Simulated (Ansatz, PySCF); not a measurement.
The pair A = C2H2 (SMILES C#C) (first 4 atoms), B = GeH4 (SMILES [GeH4]); geometry from B3LYP-D3(BJ)/def2-TZVP.
(charge 0, multiplicity 1):
```xyz
9

C      0.05906     0.53008    -0.26258
C     -0.10873    -0.65430    -0.22625
H      0.20758     1.58186    -0.29306
H     -0.25794    -1.70579    -0.19013
Ge     0.02115     0.04976     3.48999
H     -0.75481    -1.18504     3.01091
H      0.00309     0.09187     5.02802
H     -0.64325     1.32065     2.94288
H      1.47420    -0.02854     3.00342
```

Frozen-core correlation. Filled d and f shells under p-block atoms count as core. CBS(a, b) extrapolates the correlation energy as X⁻³ and adds the Hartree–Fock energy of set b. MP2 and its Hartree–Fock in aug-cc-pVTZ are density fitted.

The values were computed with Ansatz (a first-principles code); PySCF for the dispersion terms. Each number belongs to the level named beside it.

The monomers are drawn apart, rigid, along the line of their centres of mass. Counterpoise-corrected interaction energies (kcal/mol):

```tsv
level	R = 5.250 Å	R = 6.763 Å
PBE-D3(BJ)/def2-TZVPPD	-0.3593	-0.0664
wB97M-V/def2-TZVPPD	-0.2992	-0.0612
MP2/CBS(aug-cc-pVDZ, aug-cc-pVTZ) + ΔCCSD(T)/aug-cc-pVDZ	-0.2868	-0.0599
```

R is the distance of the centres of mass. Find the local exponent m of E ∝ R⁻ᵐ between the two points.


m = ln(E₁/E₂)/ln(R₂/R₁): PBE-D3(BJ)/def2-TZVPPD 6.7; wB97M-V/def2-TZVPPD 6.3; MP2/CBS(aug-cc-pVDZ, aug-cc-pVTZ) + ΔCCSD(T)/aug-cc-pVDZ 6.2. For scale, two fixed dipoles give m = 3, dipole and quadrupole 4, quadrupoles 5, and dispersion or dipole-induced dipole 6 at long range; at these distances several terms mix, and what is left of overlap and damping shifts m, so it need not match one of them.
